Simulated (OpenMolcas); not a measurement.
An OpenMolcas run meant for Au+ (ANO-R1, X2C; inactive shells 1s 2s 2p 3s 3p 3d 4s 4p 4d 4f 5s 5p; intended active space 10 electrons in 6 orbitals (5d 6s)). One step of its input:

```
&RASSCF
FileOrb=start.orb
Symmetry=1
Spin=3
nElAct=10 0 0
Inactive=15 19
Ras2=6 0
CIRoot=15 15 1
SDav=15
CIMx=300
Iter=52 100
PrWF=0.3
OrbListing=Nothing
MaxOrb=0
Atom
CIOnly
>>> COPY $Project.JobIph JOB001
```

Lines from the output:

```
--- SEWARD ---
Basis set label: AU.ANO-R...7S5P4D2F.

      Electronic valence basis set:
      ------------------
      Associated Effective Charge  79.000000 au
      Associated Actual Charge     79.000000 au
      Nuclear Model: Finite nucleus - Gaussian distribution
        Gaussian exponent, Xi/bohr**(-2):  1.42230E+08

      Shell  nPrim  nBasis  Cartesian Spherical Contaminant
         s      26       7        X
         p      20       5        X
         d      15       4                 X
         f      10       2                 X
                  Relativistic X2C integrals
                  Atomic mean-field integrals
--- RASSCF ---

 Nr of active orbitals     NAC=   6
 Spin degeneracy         ISPIN=   3
 There can be no such wave function.
 ************************************************
--- Stop Module: rasscf at  /rc=_RC_INPUT_ERROR_ ---
.####################.
.# User input error #.
.####################.
```

**Question.** What is wrong with the input?

**Answer.** A keyword is misspelt. OpenMolcas reads the first four letters of a keyword, so the setting is refused or falls back to its default.
